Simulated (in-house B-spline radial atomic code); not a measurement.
**Excitations of B II (B+) by several methods**

Full response, energies in eV; labels give the largest channel, * marks a mixed state, a dash one above the method's threshold, and an imaginary frequency an unstable closed-shell reference. Computed with an all-electron radial atomic-structure program (B-spline basis): linear response of the closed shell [He] 2s2 with each method's own kernel (bare exchange for TDHF, static screening on G0W0 levels for BSE, the adiabatic kernel for functionals); scalar-relativistic (spin-free one-electron X2C), finite nucleus, no spin-orbit coupling, no double excitations, S, P, D and F terms only.

```tsv
method	2s → 2p 3P	2s → 2p 1P	2s → 3s 3S	α (bohr³)
TDHF	?	?	?	?
BSE on G0W0@HF	3.985	8.972	15.964	9.939
LDA VWN5	3.984	8.480	14.901	10.77
PBE	3.430	8.633	14.787	10.63
PBE0	3.286	8.581	15.023	10.76
B3LYP (VWN-RPA)	3.377	8.455	14.960	10.84
CAM-B3LYP	3.375	8.440	14.976	10.88
LC-wPBE	3.191	8.561	15.236	10.78
wB97X	3.651	8.472	15.040	11.23
HSE06	3.255	8.569	15.075	10.78
BHandHLYP	3.130	8.398	15.089	10.99
BLYP	3.341	8.498	14.685	10.75
PBEsol	?	?	?	?
BP86	3.449	8.599	15.011	10.73
LDA exchange-only	2.765	8.519	13.788	10.94
B97-1	3.957	8.579	14.976	10.75
RPBE	3.435	8.692	14.722	10.63
OLYP	3.558	8.723	14.510	10.68
```

(1) What does TDHF give?

(2) What does PBEsol give?

(3) How do the methods fare for 2s → 2p 3P against experiment?

(4) How do the methods fare for 2s → 2p 1P against experiment?

Results:

(1) 2s → 2p 3P: 1.321; 2s → 2p 1P: 8.343; 2s → 3s 3S: 14.767; α: 11.37 (eV, bohr³).

(2) 2s → 2p 3P: 3.591; 2s → 2p 1P: 8.612; 2s → 3s 3S: 14.749; α: 10.72 (eV, bohr³).

(3) The measured term average is 4.631 eV (NIST). Among the methods with a real root, errors run from -3.31 eV (TDHF) to -0.65 eV (BSE on G0W0@HF); BSE on G0W0@HF is closest (-0.65 eV).

(4) The measured term average is 9.100 eV (NIST). Among the methods with a real root, errors run from -0.76 eV (TDHF) to -0.13 eV (BSE on G0W0@HF); BSE on G0W0@HF is closest (-0.13 eV).
